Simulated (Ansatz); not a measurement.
**OsH8 in a box, plane waves**

Ansatz 0.2.0, DFT PBE, spin-orbit coupling, plane waves, PAW, molecule in a box. The geometry was relaxed with Gaussian bases (TPSS; Os def2-SVP with ECP60, H def2-SVP).

```yaml
crystal:
  lattice:
    - [12.34, 0.0, 0.0]
    - [0.0, 12.34, 0.0]
    - [0.0, 0.0, 10.27]
  atoms:
    - { symbol: Os, position: [0.49981442, 0.49981442, 0.5373739] }
    - { symbol: H, position: [0.6349611, 0.4998128, 0.56227945] }
    - { symbol: H, position: [0.49981605, 0.6349611, 0.56227945] }
    - { symbol: H, position: [0.36466775, 0.49981605, 0.56227945] }
    - { symbol: H, position: [0.4998128, 0.36466775, 0.56227945] }
    - { symbol: H, position: [0.5713201, 0.57131848, 0.43816943] }
    - { symbol: H, position: [0.42831037, 0.5713201, 0.43816943] }
    - { symbol: H, position: [0.42830875, 0.42831037, 0.43816943] }
    - { symbol: H, position: [0.57131848, 0.42830875, 0.43816943] }
basis:
  ecutwfc: 420
  ecutrho_ratio: 4
kpoints:
  mp_grid: { grid: [1, 1, 1] }
hamiltonian:
  xc: pbe
scf:
  occupations: { method: gaussian, width: 0.01 }
output:
  forces: true
  eigenvalues: true
  populations: true
  write_density: true
  write_potential: true
  elf: true
  volumetric_format: npy
magnetization:
  noncollinear: true
  spin_orbit: true
```

Command:
```sh
ansatz run input.yaml --threads 2 --pin off --max-ram 5120MiB --backend cpu --events-out ev --progress --plain --runs-dir out
```
It took 20 s on 2 threads of Arm Neoverse V1, with other jobs on the host, peak memory 1.8 GiB.

(1) How does the SCF go?

(2) Which levels lie next to the highest filled one (eV, counted from it)?

(3) What forces are left at this geometry, relaxed with Gaussian bases (eV/Å)?

The highest of the empty levels listed lie near the vacuum level and may be states of the box.

The forces come from the other functional as well as from the basis.

No frequency check is given that shows the relaxed geometry to be a minimum.

Answers

(1) 
```
SCF iter   1: F=—  HF=-11539.916947 eV  |F-HF|=—  |Δ(HF+E_count)|=         —  Δρ=1.71e-2
preconditioner: auto → Resta (q_TF=auto, 1.360 Å⁻¹)  ε∞=1.1  [insulator: Δε(μ)=3.626 eV  Ē_g=10.463 eV  σ=0.010 eV  W_gap=1.00  n_
spin=Noncollinear: Resta preconditioning applied to the charge; magnetization (m_x, m_y, m_z) channels mix plain (no charge-respon
SCF iter   2: F=—  HF=-11538.507560 eV  |F-HF|=—  |Δ(HF+E_count)|=    1.41e0  Δρ=1.01e-2
SCF iter   3: F=—  HF=-11537.884716 eV  |F-HF|=—  |Δ(HF+E_count)|=   6.23e-1  Δρ=3.42e-3
...
SCF iter   5: F=—  HF=-11537.837381 eV  |F-HF|=—  |Δ(HF+E_count)|=   5.61e-3  Δρ=5.18e-4
SCF iter   6: F=—  HF=-11537.837297 eV  |F-HF|=—  |Δ(HF+E_count)|=   8.39e-5  Δρ=7.79e-5
SCF iter   7: F=—  HF=-11537.837442 eV  |F-HF|=—  |Δ(HF+E_count)|=   1.46e-4  Δρ=2.71e-5
SCF iter   8: F=—  HF=-11537.837441 eV  |F-HF|=—  |Δ(HF+E_count)|=   1.20e-6  Δρ=5.30e-6
SCF iter   9: F=-11537.837441 eV  HF=-11537.837441 eV  |F-HF|=9.20e-10  |Δ(HF+E_count)|=   7.74e-9  Δρ=5.85e-7
```

(2) Filled: -2.43, -2.43, -1.38, -1.38, -1.03, -1.03, -0.48, -0.48, 0.00, 0.00. Empty: 2.71, 2.71, 6.74, 6.74, 6.96, 6.96, 7.06, 7.06.

(3) 
```
Os   0.00  0.00 -0.36
H   -0.22  0.00  0.04
H    0.00 -0.22  0.04
H    0.22  0.00  0.04
H    0.00  0.22  0.04
H   -0.11 -0.11  0.05
H    0.11 -0.11  0.05
H    0.11  0.11  0.05
H   -0.11  0.11  0.05
```
